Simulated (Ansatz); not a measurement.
Ni2O2. Total charge 0; triplet. Geometry PBE-D4/def2-SVP; atoms count from 1.

```csv
atom,x (Å),y (Å),z (Å)
Ni1,0.357,-0.271,-0.214
Ni2,-1.249,0.246,1.254
O3,-0.641,1.141,-0.082
O4,1.534,-1.116,-0.958
```

The charge 0 triplet is spin-contaminated (final ⟨S²⟩ up to 2.64, 2.00 for a pure state). At PBE0-D4/def2-TZVP a quintet of charge 0 lies 0.53 eV below the triplet, each at its own geometry. The structure comes from a short search, and lower isomers may exist.

Estimate the Mulliken populations from the PBE0/def2-TZVP orbitals of Ansatz.


```csv
atom,charge (e),spin (α − β),d electrons
Ni1,0.63,1.19,8.43
Ni2,0.50,0.99,8.77
O3,-0.65,0.39,–
O4,-0.47,-0.58,–
```
Mulliken values depend strongly on the basis.

Where does the spin sit?

Summed by element: Ni 2.19, O -0.19, of 2 unpaired in all. Largest on single atoms: Ni1 1.19, Ni2 0.99, O4 -0.58.

And the Mayer bond orders between heavy atoms (over 0.3)?

Ni1–Ni2 0.53 (2.24 Å); Ni1–O3 0.95 (1.73 Å); Ni1–O4 1.32 (1.63 Å); Ni2–O3 1.03 (1.72 Å).
